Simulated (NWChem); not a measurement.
The numbers come from NWChem runs, not from measurements. System: n-butyl acetate (C$_{6}$H$_{12}$O$_{2}$), charge 0, spin multiplicity 1, at a geometry optimised with PBE0/def2-SVP. Level: BP86/def2-SVP.

Input file:

```
start mol
memory heap 200 mb stack 900 mb global 1100 mb
geometry units angstroms nocenter noautoz noautosym
  C     -3.904927     0.591333    -0.310441
  C     -2.681178    -0.303663    -0.192136
  C     -1.373653     0.474340    -0.119849
  C     -0.165685    -0.425890    -0.001805
  O      0.998936     0.391775     0.058174
  C      2.170814    -0.248023     0.172886
  C      3.315388     0.722595     0.224049
  O      2.265290    -1.445795     0.224933
  H     -3.858210     1.215586    -1.217135
  H     -4.833103     0.002339    -0.360131
  H     -3.988400     1.271462     0.552359
  H     -2.776006    -0.942614     0.703693
  H     -2.646447    -0.997308    -1.050867
  H     -1.390840     1.162842     0.742503
  H     -1.260488     1.107233    -1.016854
  H     -0.214098    -1.057534     0.901183
  H     -0.084002    -1.113396    -0.860591
  H      3.183414     1.414624     1.068440
  H      3.331797     1.330246    -0.692513
  H      4.258016     0.174529     0.328833
end
basis spherical
  * library def2-svp
end
dft
  xc becke88 perdew86
  semidirect memsize 60000000 filesize 0
  iterations 100
end
task dft energy
```

Output (cleaned and shortened):

```
             Northwest Computational Chemistry Package (NWChem) 7.3.0
             --------------------------------------------------------

                                NWChem Input Module
                                -------------------

 Scaling coordinates for geometry "geometry" by  1.889725989
 (inverse scale =  0.529177249)

                             Geometry "geometry" -> ""
                             -------------------------

 Output coordinates in angstroms (scale by  1.889725989 to convert to a.u.)

  No.       Tag          Charge          X              Y              Z
 ---- ---------------- ---------- -------------- -------------- --------------
    1 C                    6.0000    -3.90492700     0.59133300    -0.31044100
    2 C                    6.0000    -2.68117800    -0.30366300    -0.19213600
    3 C                    6.0000    -1.37365300     0.47434000    -0.11984900
    4 C                    6.0000    -0.16568500    -0.42589000    -0.00180500
    5 O                    8.0000     0.99893600     0.39177500     0.05817400
    6 C                    6.0000     2.17081400    -0.24802300     0.17288600
    7 C                    6.0000     3.31538800     0.72259500     0.22404900
    8 O                    8.0000     2.26529000    -1.44579500     0.22493300
    9 H                    1.0000    -3.85821000     1.21558600    -1.21713500
   10 H                    1.0000    -4.83310300     0.00233900    -0.36013100
   11 H                    1.0000    -3.98840000     1.27146200     0.55235900
   12 H                    1.0000    -2.77600600    -0.94261400     0.70369300
   13 H                    1.0000    -2.64644700    -0.99730800    -1.05086700
   14 H                    1.0000    -1.39084000     1.16284200     0.74250300
   15 H                    1.0000    -1.26048800     1.10723300    -1.01685400
   16 H                    1.0000    -0.21409800    -1.05753400     0.90118300
   17 H                    1.0000    -0.08400200    -1.11339600    -0.86059100
   18 H                    1.0000     3.18341400     1.41462400     1.06844000
[...]
 Vector   32  Occ=2.000000D+00  E=-2.233928D-01
              MO Center=  2.2D+00, -9.8D-01,  2.0D-01, r^2= 1.8D+00
   Bfn.  Coefficient  Atom+Function         Bfn.  Coefficient  Atom+Function
  ----- ------------  ---------------      ----- ------------  ---------------
   102      0.579950   8 O  px              105      0.397732   8 O  px
    87     -0.203878   7 C  s                61     -0.191506   5 O  py
    89      0.166622   7 C  py               64     -0.154442   5 O  py
    45      0.143354   4 C  s                60      0.141969   5 O  px
    77      0.138746   6 C  px               59      0.124504   5 O  s

 Vector   33  Occ=0.000000D+00  E=-2.128726D-02
              MO Center=  2.2D+00, -3.1D-01,  1.8D-01, r^2= 2.2D+00
   Bfn.  Coefficient  Atom+Function         Bfn.  Coefficient  Atom+Function
  ----- ------------  ---------------      ----- ------------  ---------------
    76      0.565585   6 C  pz               79      0.483433   6 C  pz
   104     -0.400732   8 O  pz              107     -0.398371   8 O  pz
   164      0.345473  19 H  s               159     -0.339793  18 H  s
    62     -0.243020   5 O  pz               65     -0.224178   5 O  pz
    93      0.173999   7 C  pz              163      0.155027  19 H  s

 Vector   34  Occ=0.000000D+00  E= 3.640904D-02
              MO Center= -2.3D+00, -8.6D-03, -1.8D-01, r^2= 7.3D+00
   Bfn.  Coefficient  Atom+Function         Bfn.  Coefficient  Atom+Function
  ----- ------------  ---------------      ----- ------------  ---------------
    17      1.240147   2 C  s                 3      1.034706   1 C  s
    31      0.940694   3 C  s               129     -0.751612  12 H  s
   134     -0.752356  13 H  s               139     -0.615204  14 H  s
   144     -0.615855  15 H  s               114     -0.553623   9 H  s
   124     -0.552980  11 H  s                45      0.539698   4 C  s

 Vector   35  Occ=0.000000D+00  E= 5.356052D-02
              MO Center=  2.1D+00,  7.3D-01,  1.3D-01, r^2= 1.0D+01
   Bfn.  Coefficient  Atom+Function         Bfn.  Coefficient  Atom+Function
  ----- ------------  ---------------      ----- ------------  ---------------
    87      2.365846   7 C  s               164     -1.057842  19 H  s
   159     -1.049843  18 H  s                73     -0.907462   6 C  s
   169     -0.779118  20 H  s                 3     -0.543771   1 C  s
    45      0.507339   4 C  s                17     -0.474770   2 C  s
   154     -0.437214  17 H  s                59      0.429559   5 O  s

 center of mass
 --------------
 x =   0.16574153 y =  -0.05754172 z =   0.01453043

 moments of inertia (a.u.)
 ------------------
         281.489955674731         164.095981997636        -188.803225233517
         164.095981997636        2508.788519618321          19.857020159867
        -188.803225233517          19.857020159867        2704.300852656530

     Multipole analysis of the density
     ---------------------------------

     L   x y z        total         alpha         beta         nuclear
     -   - - -        -----         -----         ----         -------
     0   0 0 0      0.000000    -32.000000    -32.000000     64.000000

     1   1 0 0     -0.389996     -0.194993     -0.194993     -0.000009
     1   0 1 0      0.656507      0.328252      0.328252      0.000002
     1   0 0 1     -0.055909     -0.027954     -0.027954      0.000000

     2   2 0 0    -35.498215   -734.057647   -734.057647   1432.617079
     2   1 1 0      4.546595     41.400014     41.400014    -78.253432
     2   1 0 1     -0.128997    -54.143775    -54.143775    108.158553
     2   0 2 0    -40.175856    -91.967786    -91.967786    143.759715
     2   0 1 1      0.492663      5.238935      5.238935     -9.985206
     2   0 0 2    -36.146133    -36.252171    -36.252171     36.358208

 Task  times  cpu:       45.4s     wall:       45.4s

 Total times  cpu:       45.4s     wall:       45.4s
```
